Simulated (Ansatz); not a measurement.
```xyz
3

F     0.0085    0.0083    0.0021
H     2.0080    0.1007    0.1565
F     2.8910    0.3023    0.0896
```

Basis set: def2-SVP (spherical functions). Left uncorrelated: 2 orbitals. Charge 0, multiplicity 2.

Computed with Ansatz (development build ahead of 0.2.0); each method stands on the lowest determinant of its kind that the runs found.

(1) Give the atomization energy at this shape (free ground-state atoms in the same class of orbitals less the molecule, no zero-point energy) of doublet HF2 by UHF-MP2, UHF.

## Answers

(1)

```json
{"method": "UHF-MP2", "atomization energy": "5.81 eV"}
{"method": "UHF", "atomization energy": "4.13 eV"}
```
